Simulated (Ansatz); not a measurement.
Ideal-gas functions of AlBCl$_{2}$H$_{3}$N (`N[BH][Al]([Cl])[Cl]`) at 500 K and 1 bar, from an Ansatz frequency run at PBE0-D4/def2-TZVP.

Molar mass 125.73 g/mol, point group Cs (symmetry number 1), electronic degeneracy 1, moments of inertia 189.826, 326.599, 516.425 u Å². Harmonic wavenumbers (cm⁻¹, unscaled): 62, 68, 144, 179, 264, 412, 517, 576, 606, 694, 881, 926, 1142, 1349, 1648, 2607, 3580, 3671.

Use S(trans) = R[1.5 ln M + 2.5 ln T − 1.1517]; rotational temperatures θ = 24.2544 K / I; S(rot) = R[ln(√π/σ · √(T³/θAθBθC)) + 1.5]; for each mode x = 1.438777 ν̃/T, S = R[x/(eˣ − 1) − ln(1 − e⁻ˣ)] and H = RT x/(eˣ − 1); 1 cm⁻¹ = 0.0119627 kJ/mol; R = 8.31446 J/(mol·K).

Question: By hand: the entropy, in J/(mol·K).

Answer: Translation 179.9. Rotation: θ = 0.1278, 0.0743, 0.047 K, giving 126.8. Vibration, mode by mode: 22.66, 21.89, 15.70, 13.92, 10.80, 7.37, 5.74, 5.00, 4.67, 3.82, 2.50, 2.26, 1.38, 0.85, 0.42, 0.04, 0.00, 0.00, in all 119.0. Electronic 0.0. Sum 425.7 J/(mol·K).

Question: By hand: H − E and G − E in kJ/mol, counted from the electronic energy.

Answer: Zero-point energy ½ × 19326 × 0.0119627 = 115.6; thermal vibration 28.1; translation, rotation and pV give 4 RT = 16.6. H − E = 160.3 kJ/mol, and G − E = 160.3 − 500 × 425.7/1000 = -52.5 kJ/mol.

Vibration gives 28 % of the entropy, 60.2 J/(mol·K) of it from the modes under 150 cm⁻¹: soft modes count most, and the harmonic formula is weakest for them. The sum counts one conformer and one mirror image; others add a mixing term.
